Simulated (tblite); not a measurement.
C7H4ClFO.
Bonds: O1–C2 (double), C2–Cl3, C2–C4, C4–C5 (aromatic), C5–C6 (aromatic), C6–C7 (aromatic), C7–C8 (aromatic), C8–C9 (aromatic), C9–F10, C4–C9 (aromatic). Hydrogens: H11 on C5; H12 on C6; H13 on C7; H14 on C8.

Computed with GFN2-xTB (tblite), gas phase: L-BFGS steps from a force-field or distance-geometry start until the largest atomic force falls under 0.01 eV/Å.

At the end of the run (lengths in Å): O1=C2 1.193, C2–Cl3 1.758, C7–H13 1.079, C4–C9 1.397, C7–C8 1.382, C2–C4 1.472, C4–C5 1.402, C2–C4–C9 127.3°, C8–C9–F10 116.6°, C5–C4–C9 117.3°, C4–C9–C8 121.4°, O1–C2–C4–C5 0°.

Question: These geometries were met on the way; a selection of coordinates is given. Order them by energy above the end point, lowest first.
A. O1=C2 1.132, C2–Cl3 1.788, C7–H13 1.076, C4–C9 1.399, C7–C8 1.400, C2–C4 1.489, C4–C5 1.414, C2–C4–C9 124.2°, C8–C9–F10 121.3°, C5–C4–C9 119.8°, C4–C9–C8 118.4°, O1–C2–C4–C5 0°
B. O1=C2 1.211, C2–Cl3 1.771, C7–H13 1.078, C4–C9 1.396, C7–C8 1.394, C2–C4 1.460, C4–C5 1.411, C2–C4–C9 123.2°, C8–C9–F10 120.7°, C5–C4–C9 119.6°, C4–C9–C8 118.7°, O1–C2–C4–C5 0°
C. O1=C2 1.183, C2–Cl3 1.762, C7–H13 1.077, C4–C9 1.391, C7–C8 1.381, C2–C4 1.466, C4–C5 1.402, C2–C4–C9 125.4°, C8–C9–F10 117.2°, C5–C4–C9 117.8°, C4–C9–C8 121.2°, O1–C2–C4–C5 0°
D. O1=C2 1.290, C2–Cl3 1.762, C7–H13 1.104, C4–C9 1.375, C7–C8 1.376, C2–C4 1.473, C4–C5 1.397, C2–C4–C9 120.4°, C8–C9–F10 121.8°, C5–C4–C9 122.2°, C4–C9–C8 116.5°, O1–C2–C4–C5 0°
E. O1=C2 1.181, C2–Cl3 1.767, C7–H13 1.076, C4–C9 1.392, C7–C8 1.386, C2–C4 1.465, C4–C5 1.405, C2–C4–C9 124.8°, C8–C9–F10 118.4°, C5–C4–C9 118.3°, C4–C9–C8 120.4°, O1–C2–C4–C5 0°

Answer: C (0.019 eV), E (0.037 eV), B (0.104 eV), A (0.275 eV), D (0.494 eV).

```tsv
step	E above end (eV)	rms distance from the end, all atoms (Å)	largest force (eV/Å)	rms shift of all bonds from the end (Å)
5	0.019	0.024	0.956	0.004
4	0.037	0.031	1.094	0.005
2	0.104	0.045	1.690	0.008
1	0.275	0.049	6.022	0.020
0	0.494	0.057	5.551	0.028
```

Rows stand in the order of the answer.
